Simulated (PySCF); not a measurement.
# Dipole response of B⁺ (boron, charge +1)

[He] 2s2, closed-shell 1S. All numbers are calculated (PySCF 2.14, scalar relativity by spin-free X2C-1e, in aug-cc-pVQZ-DK). Coupled (time-dependent) response in atomic units; α is the mean over directions.

```csv
method,mean α (bohr³),C₆ (like pair),S(−4)
UHF,11.36,31.62,114.3
PBE,10.64,28.84,99.64
PBE0,10.77,29.32,102.1
M06,10.60,27.60,107.4
PW91,10.69,28.98,100.8
```

S(−4) is the Cauchy moment in α(ω) = α(0) + S(−4) ω² + …

α(iu) at PW91:

| u (hartree) | α(iu) (bohr³) |
| --- | --- |
| 0 | 10.69 |
| 0.0500 | 10.44 |
| 0.100 | 9.768 |
| 0.200 | 7.798 |
| 0.300 | 5.883 |
| 0.500 | 3.387 |
| 0.750 | 1.931 |
| 1.00 | 1.243 |
| 1.50 | 0.6461 |
| 2.00 | 0.4004 |
| 3.00 | 0.2030 |
| 5.00 | 0.08701 |

A single London oscillator, α(iu) = α/(1 + u²/ω²), gives C₆ = (3/4) ω α². Matching the computed C₆ needs ω = 4 × 28.98 / (3 × 10.69²) = 0.338 hartree.

For an ion, C₆ is the dispersion term alone; charge-induced terms of lower order in 1/R come first.
